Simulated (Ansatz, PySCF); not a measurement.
Reaction R1 → P1 + P2, each structure at its B3LYP-D3(BJ)/def2-TZVP stationary point, reached from a drawn start (curvature not checked).
R1: CH3Cl (SMILES CCl), charge 0, multiplicity 1.
P1: CH3 (SMILES [CH3]), charge 0, multiplicity 2.
P2: Cl atom, charge 0, multiplicity 2.

```json
[
 {"level": "SVWN5/def2-TZVPP", "reaction energy (kcal/mol)": "107.80", "minus CCSD(T)/CBS(cc-pV(T+d)Z, cc-pV(Q+d)Z)": "19.65", "cost": "×0.7"},
 {"level": "BLYP/def2-TZVPP", "reaction energy (kcal/mol)": "82.84", "minus CCSD(T)/CBS(cc-pV(T+d)Z, cc-pV(Q+d)Z)": "-5.31", "cost": "×1"},
 {"level": "revPBE/def2-TZVPP", "reaction energy (kcal/mol)": "84.63", "minus CCSD(T)/CBS(cc-pV(T+d)Z, cc-pV(Q+d)Z)": "-3.52", "cost": "×1"},
 {"level": "r2SCAN/def2-TZVPP", "reaction energy (kcal/mol)": "84.06", "minus CCSD(T)/CBS(cc-pV(T+d)Z, cc-pV(Q+d)Z)": "-4.09", "cost": "×2"},
 {"level": "BHLYP/def2-TZVPP", "reaction energy (kcal/mol)": "78.62", "minus CCSD(T)/CBS(cc-pV(T+d)Z, cc-pV(Q+d)Z)": "-9.53", "cost": "×0.9"},
 {"level": "M06-2X/def2-TZVPP", "reaction energy (kcal/mol)": "88.68", "minus CCSD(T)/CBS(cc-pV(T+d)Z, cc-pV(Q+d)Z)": "0.53", "cost": "-"},
 {"level": "wB97M-V/def2-TZVPP", "reaction energy (kcal/mol)": "88.94", "minus CCSD(T)/CBS(cc-pV(T+d)Z, cc-pV(Q+d)Z)": "0.79", "cost": "×2"},
 {"level": "B2PLYP/def2-TZVPP", "reaction energy (kcal/mol)": "84.34", "minus CCSD(T)/CBS(cc-pV(T+d)Z, cc-pV(Q+d)Z)": "-3.81", "cost": "×1"},
 {"level": "MP2/cc-pV(D+d)Z", "reaction energy (kcal/mol)": "83.51", "minus CCSD(T)/CBS(cc-pV(T+d)Z, cc-pV(Q+d)Z)": "-4.64", "cost": "-"},
 {"level": "SCS-MP2/cc-pV(T+d)Z", "reaction energy (kcal/mol)": "86.55", "minus CCSD(T)/CBS(cc-pV(T+d)Z, cc-pV(Q+d)Z)": "-1.60", "cost": "-"},
 {"level": "SCS-MP2/cc-pV(Q+d)Z", "reaction energy (kcal/mol)": "89.07", "minus CCSD(T)/CBS(cc-pV(T+d)Z, cc-pV(Q+d)Z)": "0.92", "cost": "-"},
 {"level": "CCSD(T)/cc-pV(T+d)Z", "reaction energy (kcal/mol)": "84.04", "minus CCSD(T)/CBS(cc-pV(T+d)Z, cc-pV(Q+d)Z)": "-4.11", "cost": "×3"},
 {"level": "CCSD(T)/cc-pV(Q+d)Z", "reaction energy (kcal/mol)": "86.43", "minus CCSD(T)/CBS(cc-pV(T+d)Z, cc-pV(Q+d)Z)": "-1.72", "cost": "×20"},
 {"level": "CCSD(T)/CBS(cc-pV(T+d)Z, cc-pV(Q+d)Z)", "reaction energy (kcal/mol)": "88.15", "minus CCSD(T)/CBS(cc-pV(T+d)Z, cc-pV(Q+d)Z)": "0.00", "cost": "×20"}
]
```

 The comparison column counts from a level with limits of its own.

P less R. No zero-point or thermal terms; singlets are restricted closed shells; open shells are unrestricted; no spin–orbit coupling.

Cores are frozen in the correlated methods. CBS: X⁻³ extrapolation of the correlation energy, Hartree–Fock from the larger set.

The values were computed with Ansatz (a program for electronic structure) with Gaussian orbitals; PySCF for M06-2X. All values are computed, each at the level named.

Costs are rough ratios of core time to PBE/def2-TZVPP (about 3 s over the structures, on one shared machine); a dash marks a level with no comparable run of its own.
